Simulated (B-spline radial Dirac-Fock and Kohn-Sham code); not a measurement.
**Photoionisation of lanthanum ions at Cr Kα (5414.7 eV)**

Method: Dirac-Hartree-Slater photoionisation with all multipoles and Dirac-Fock thresholds. Computed with a radial finite-basis atomic code. Cross sections in kb; a dash marks an empty subshell or a threshold above the photon energy.

```csv
ion,configuration,total,3s,3d3/2,4s,5p3/2,5d5/2
La,[Xe] 5d1 6s2,47.87,6.54,5.13,1.58,0.410,0.00984
La⁺,[Xe] 5d2,47.84,6.54,5.13,1.58,0.403,0.0202
La²⁺,[Xe] 5d1,47.86,6.54,5.13,1.58,0.419,0.0124
La³⁺,[Kr] 4d10 5s2 5p6,47.88,6.54,5.13,1.58,0.440,–
```
